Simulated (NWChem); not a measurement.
Program: NWChem. System: FIn, charge 1, spin multiplicity 2, at the geometry of a parent with another charge or spin, in a state set for the comparison that need not be this species' ground state. Its SCF solution wasn't tested for a lower state. Level: UB3LYP/def2-SVPD with def2 effective core potentials on In, VWN1-RPA local correlation.

Input file:

```
start mol
memory heap 200 mb stack 900 mb global 1100 mb
charge 1
geometry units angstroms nocenter noautoz
  In     0.000000     0.000000    -0.309755
  F      0.000000     0.000000     1.686442
  symmetry group C2v
end
basis spherical
  * library def2-svpd
end
ecp
  In library def2-ecp
end
dft
  xc b3lyp
  odft
  mult 2
  semidirect memsize 60000000 filesize 0
  iterations 100
end
task dft energy
```

NWChem printed:

```
             Northwest Computational Chemistry Package (NWChem) 7.3.0
             --------------------------------------------------------

                                NWChem Input Module
                                -------------------

 Scaling coordinates for geometry "geometry" by  1.889725989
 (inverse scale =  0.529177249)

 Turning off AUTOSYM since
 SYMMETRY directive was detected!

                             Geometry "geometry" -> ""
                             -------------------------

 Output coordinates in angstroms (scale by  1.889725989 to convert to a.u.)

  No.       Tag          Charge          X              Y              Z
 ---- ---------------- ---------- -------------- -------------- --------------
    1 In                  49.0000     0.00000000     0.00000000    -0.30975500
    2 F                    9.0000     0.00000000     0.00000000     1.68644200

 Effective nuclear repulsion energy (a.u.)     116.9058799351

            Nuclear Dipole moment (a.u.)
            ----------------------------
        X                 Y               Z
 ---------------- ---------------- ----------------
     0.0000000000     0.0000000000    -0.0000321253

      Symmetry information
      --------------------

 Group name             C2v
 Group number             16
 Group order               4
 No. of unique centers     2

      Symmetry unique atoms

     1    2


 Summary of "ao basis" -> "" (spherical)
 ------------------------------------------------------------------------------
       Tag                 Description            Shells   Functions and Types
 ---------------- ------------------------------  ------  ---------------------
 *                         def2-svpd                  on all atoms

                                 NWChem DFT Module
                                 -----------------

 Summary of "ao basis" -> "ao basis" (spherical)
 ------------------------------------------------------------------------------
       Tag                 Description            Shells   Functions and Types
 ---------------- ------------------------------  ------  ---------------------
[...]
   Bfn.  Coefficient  Atom+Function         Bfn.  Coefficient  Atom+Function
  ----- ------------  ---------------      ----- ------------  ---------------
    12      0.735679  1 In px                15      0.440436  1 In px
     9     -0.178793  1 In px                 6     -0.164873  1 In px
    37      0.136973  2 F  px                40     -0.099448  2 F  px
    43     -0.067202  2 F  px                21     -0.027635  1 In d  1

 Vector   17  Occ=0.000000D+00  E=-2.960906D-01  Symmetry=b2
              MO Center= -2.8D-16, -1.0D-15, -3.9D-01, r^2= 3.5D+00
   Bfn.  Coefficient  Atom+Function         Bfn.  Coefficient  Atom+Function
  ----- ------------  ---------------      ----- ------------  ---------------
    13      0.735679  1 In py                16      0.440436  1 In py
    10     -0.178793  1 In py                 7     -0.164873  1 In py
    38      0.136973  2 F  py                41     -0.099448  2 F  py
    44     -0.067202  2 F  py                19      0.027635  1 In d -1

   alpha - beta orbital overlaps
   -----------------------------

   alpha      1      2      3      4      5      6      7      8      9     10
    beta      1      2      4      3      5      6      7      8      9     10
 overlap   1.000  1.000  1.000  1.000  1.000  1.000  1.000  1.000  1.000  1.000

   alpha     11     12     13     14     15     16     17     18     19     20
    beta     11     12     13     14     15     17     16     18     19     20
 overlap   1.000  0.982  1.000  1.000  0.985  0.999  0.999  0.995  0.999  1.000

   alpha     21     22     23     24     25     26     27     28     29     30
    beta     21     22     23     24     26     25     27     28     29     30
 overlap   1.000  1.000  1.000  1.000  0.999  0.999  0.996  0.997  0.997  1.000

   alpha     31     32     33     34     35     36     37     38     39     40
    beta     31     32     33     34     35     36     37     38     39     41
 overlap   1.000  1.000  1.000  0.999  0.999  0.999  0.999  1.000  1.000  1.000

   alpha     41     42     43     44     45     46     47     48     49     50
    beta     40     42     44     43     45     46     47     48     49     50
 overlap   1.000  1.000  1.000  1.000  0.998  0.999  1.000  1.000  1.000  1.000

   alpha     51     52     53     54     55
    beta     51     53     52     54     55
 overlap   1.000  1.000  1.000  1.000  1.000

     --------------------------
     Expectation value of S2:
     --------------------------
      <S2> =      0.7568 (Exact =     0.7500)

 center of mass
 --------------
 x =   0.00000000 y =   0.00000000 z =  -0.05013424

 moments of inertia (a.u.)
 ------------------
         231.989503734119           0.000000000000           0.000000000000
           0.000000000000         231.989503734119           0.000000000000
           0.000000000000           0.000000000000           0.000000000000

     Multipole analysis of the density
     ---------------------------------

     L   x y z        total         alpha         beta         nuclear
     -   - - -        -----         -----         ----         -------
     0   0 0 0      1.000000    -15.000000    -14.000000     30.000000

     1   1 0 0     -0.000000      0.000000     -0.000000      0.000000
     1   0 1 0      0.000000      0.000000      0.000000      0.000000
     1   0 0 1     -1.540124     -8.927588     -9.002361     16.389826

     2   2 0 0    -15.744504     -8.647109     -7.097395      0.000000
     2   1 1 0     -0.000000     -0.000000     -0.000000      0.000000
     2   1 0 1      0.000000     -0.000000      0.000000      0.000000
     2   0 2 0    -15.744504     -8.647109     -7.097395      0.000000
     2   0 1 1     -0.000000     -0.000000     -0.000000      0.000000
     2   0 0 2    -18.098143    -61.966898    -54.734370     98.603124

 Task  times  cpu:        1.6s     wall:        1.6s

 Total times  cpu:        1.6s     wall:        1.6s
```
